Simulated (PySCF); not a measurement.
PySCF input for C3H10FNSi, SMILES CC(C)(F)[SiH2]N, PBE0/pcSseg-1. Coordinates come from a B3LYP-D3(BJ)/def2-SVP optimisation. The structure was generated by enumeration, and PubChem lists no compound with its InChIKey, so it may never have been made. One conformer was computed; it need not be the lowest.

```python
import numpy as np
from pyscf import gto, scf, dft
from pyscf.prop.nmr import rks as nmr

mol = gto.M(
    atom='''
    C    -1.55341701   -0.67938155   -1.23660564
    C    -0.57788923   -0.45728490   -0.09261019
    C    -1.27024179   -0.33946892    1.25599728
    F     0.26194824   -1.60935823   -0.02479750
    Si    0.66717288    0.97036387   -0.41456314
    N     1.86678655    1.13743776    0.82322873
    H    -2.22505188    0.18663708   -1.34899117
    H    -1.01976126   -0.82899014   -2.18786606
    H    -2.17130300   -1.57323084   -1.04667487
    H    -1.94955310    0.52764999    1.27125343
    H    -1.85985600   -1.24749626    1.46570202
    H    -0.53009054   -0.21381495    2.06128892
    H    -0.07838363    2.26223162   -0.48999803
    H     1.33116560    0.66238078   -1.71246693
    H     2.48938689    0.35993069    1.02312944
    H     1.65727459    1.65857998    1.66839515
    ''',
    basis='pcSseg-1',
    charge=0,
    spin=0,
    max_memory=1600,
    verbose=3,
)
mf = dft.RKS(mol, xc='pbe0')
mf.grids.level = 3
mf.conv_tol = 1e-10
mf.max_cycle = 100
mf.kernel()
n = nmr.NMR(mf)
n.verbose = 2
n.max_cycle_cphf = 60
sigma = n.kernel()
print('atom   isotropic/ppm   span/ppm')
for i, s in enumerate(sigma):
    w = np.linalg.eigvalsh((s + s.T) / 2)
    print(f'{mol.atom_symbol(i):2s}{i + 1:3d} {w.mean():14.3f} {w[2] - w[0]:11.3f}')
```

Log of the run:

```
converged SCF energy = -563.982002768275
atom   isotropic/ppm   span/ppm
C   1        160.261      41.161
C   2         91.323     102.059
C   3        159.352      40.281
F   4        372.764      66.728
Si  5        379.941      93.770
N   6        260.791      48.483
H   7         30.474       9.435
H   8         29.723       9.987
H   9         29.792       8.920
H  10         30.454       9.265
H  11         29.866       8.723
H  12         29.509       9.286
H  13         26.976       8.158
H  14         26.736       9.013
H  15         30.804      18.622
H  16         30.790      18.119
```

The calculation finished and met its thresholds.

Cost: around 60 core-seconds (rough).
